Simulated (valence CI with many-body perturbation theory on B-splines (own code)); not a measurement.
Results of a calculation; reference values are marked as such.
**Ladder of approximations for Ho XLVII**

Level of theory: relativistic CI+MBPT: three valence electrons over a frozen Dirac-Fock core [Ar], a basis of 9 s, 9 p, 10 d, 8 f, 5 g, 3 h, 1 i functions for each j, with the one-electron correlation potential Σ1, the two-electron term Σ2, the three-electron term Σ3, Breit, model QED; selected CI, second order for the rest (own B-spline code, finite nucleus).

The last digits are not significant, and no measured levels were compared; by estimate large intervals hold to a few tenths of a per cent, small ones and those within an open d or f shell to about a per cent. Only levels of the ground parity were solved; by the run's estimate the other parity begins above the list, which can be wrong where configurations are misplaced.

Each rung adds one term. CI alone is the Dirac-Coulomb CI over the frozen core; QED comes last and gives the full result, which names the levels. Energies are above (3d3/2^3) J=3/2 on the same rung, in eV.

Levels are named by their leading jj configuration (3d3/2^4 stands for four electrons in 3d with j = 3/2), which in mixed levels can hold well under half, so a name can repeat and another be missing. Letters in brackets count levels of one name in rising energy.

```
                    Level  CI alone
(3d3/2^2 3d5/2) J=5/2 [a]     39.25
    (3d3/2^2 3d5/2) J=3/2     45.22
    (3d3/2^2 3d5/2) J=7/2     48.78
    (3d3/2^2 3d5/2) J=9/2     49.49
    (3d3/2^2 3d5/2) J=1/2     50.18
(3d3/2^2 3d5/2) J=5/2 [b]     69.79
(3d3/2 3d5/2^2) J=7/2 [a]     86.92
    (3d3/2 3d5/2^2) J=9/2     91.23
(3d3/2 3d5/2^2) J=3/2 [a]     95.27
    (3d3/2 3d5/2^2) J=1/2     97.96
   (3d3/2 3d5/2^2) J=11/2    100.46
(3d3/2 3d5/2^2) J=5/2 [a]    100.52
(3d3/2 3d5/2^2) J=5/2 [b]    107.22
(3d3/2 3d5/2^2) J=7/2 [b]    108.80
(3d3/2 3d5/2^2) J=3/2 [b]    124.36
          (3d5/2^3) J=9/2    138.18
```

**Question.** What do these energies become with core correlation, Breit and QED?

**Answer.** (3d3/2^2 3d5/2) J=5/2 [a] 38.71 (-0.536); (3d3/2^2 3d5/2) J=3/2 44.58 (-0.635); (3d3/2^2 3d5/2) J=7/2 47.35 (-1.429); (3d3/2^2 3d5/2) J=9/2 47.84 (-1.652); (3d3/2^2 3d5/2) J=1/2 49.15 (-1.035); (3d3/2^2 3d5/2) J=5/2 [b] 68.40 (-1.387); (3d3/2 3d5/2^2) J=7/2 [a] 85.46 (-1.462); (3d3/2 3d5/2^2) J=9/2 89.22 (-2.017); (3d3/2 3d5/2^2) J=3/2 [a] 93.77 (-1.502); (3d3/2 3d5/2^2) J=1/2 96.29 (-1.667); (3d3/2 3d5/2^2) J=11/2 97.86 (-2.605); (3d3/2 3d5/2^2) J=5/2 [a] 98.58 (-1.941); (3d3/2 3d5/2^2) J=5/2 [b] 104.98 (-2.241); (3d3/2 3d5/2^2) J=7/2 [b] 106.26 (-2.540); (3d3/2 3d5/2^2) J=3/2 [b] 122.41 (-1.949); (3d5/2^3) J=9/2 135.61 (-2.570).

**Question.** How does the ionisation energy move along the ladder, and which term matters most?

**Answer.** CI alone 3874.9, + Σ1 3877.6, + Σ2 3883.5, + Σ3 3883.5, + Breit 3880.3, + QED 3880.5 eV. The largest step is Σ2, 5.9 eV. NIST lists 3880 ± 4 eV (theoretical).
